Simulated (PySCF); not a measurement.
A PySCF script (with the pyscf-properties extension) for the NMR shieldings of SMILES C=N[Si@](N)(P)CC#N, C3H8N3PSi, on a GFN2-xTB geometry:

```python
import basis_set_exchange as bse
import numpy as np
from pyscf import gto, dft
from pyscf.prop import nmr

atoms = """
C    -1.181951    1.945262   -0.552365
N    -0.200021    1.552143    0.118927
Si    0.490800    0.000178    0.450420
N     1.041410   -0.100584    2.080288
P     2.273542   -0.366293   -0.866110
C    -0.739272   -1.478745    0.256776
C    -1.331272   -1.448578   -1.037013
N    -1.781956   -1.378613   -2.088248
H    -1.890014    1.293722   -1.067532
H    -1.357418    3.014641   -0.638799
H     0.422868    0.180634    2.823514
H     1.974691    0.220678    2.277235
H     1.524762   -0.561482   -2.014139
H     2.483908    0.970429   -1.153862
H    -1.522995   -1.409671    1.010841
H    -0.214680   -2.424777    0.388658
"""
names = dict.fromkeys(["C", "N", "Si", "P", "H"], "pcSseg-1")
basis = {el: gto.basis.parse(bse.get_basis(n, elements=[el], fmt="nwchem")) for el, n in names.items()}
mol = gto.M(atom=atoms, basis=basis, charge=0, verbose=0)
mf = dft.RKS(mol, xc="PBE0")
mf.grids.level = 2
mf.grids.alignment = dft.numint.BLKSIZE   # the property module wants whole blocks of grid points
mf.conv_tol = 1e-9
mf.kernel()

calc = nmr.RKS(mf)   # GIAO
C = mf.mo_coeff
Co = C[:, mf.mo_occ > 0]
resp = mf.gen_response(singlet=True, hermi=2)
def vind(x):   # induced exchange potential for any number of trial vectors
    d = np.einsum("pi,xij,qj->xpq", C, 2 * x.reshape(-1, C.shape[1], Co.shape[1]), Co, optimize=True)
    return np.einsum("xpq,pi,qj->xij", resp(d - d.transpose(0, 2, 1)), C, Co, optimize=True).ravel()
mo1, _ = nmr.rhf.solve_mo1(calc, with_cphf=vind)
sigma = calc.kernel(mo1)
for i, s in enumerate(sigma):   # ppm
    print("%2d %-2s %9.2f" % (i, mol.atom_pure_symbol(i), np.trace(s) / 3))
```

Problem. What are the results?

Solution. 
```
 0 C       9.91
 1 N    -165.95
 2 Si    365.53
 3 N     234.79
 4 P     608.01
 5 C     183.08
 6 C      63.34
 7 N     -28.83
 8 H      22.50
 9 H      23.04
10 H      31.00
11 H      30.46
12 H      30.04
13 H      30.41
14 H      30.07
15 H      29.98
```

These numbers come from an equivalent density-fitted implementation of the same equations, which agrees with the script to about 0.01 ppm for H and up to a few tenths of a ppm for heavy atoms, so last digits may differ.

Problem. Turn these shieldings into chemical shifts. Chemical shifts δ = σref − σ; ¹³C (σref 186.93) and ²⁹Si (σref 349.16) and ¹H (σref 31.72) vs TMS; ¹⁵N (σref 267.73) against NH3; ³¹P (σref 318.38) vs H3PO4, all at this level.

Solution. Averaging equivalent atoms: C 0: 177.0; C 6: 123.6; C 5: 3.8; N 1: 433.7; N 7: 296.6; N 3: 32.9; Si 2: -16.4; P 4: -289.6; H 8: 9.22; H 9: 8.68; H 15: 1.74; H 14: 1.65; H 12/13: 1.49; H 10/11: 0.99 ppm. Experimental scales use liquid or dissolved standards, which lie at an offset from isolated NH3 (liquid NH3: subtract about 20 ppm) and H3PO4. Unscaled 15N shifts of sp2 nitrogen come out 20 to 40 ppm too high even then.

Size and cost of the density-fitted run: 190 basis functions, 44 s wall time on 1 thread of an Arm Neoverse V1, shared host; peak memory 0.85 GiB.
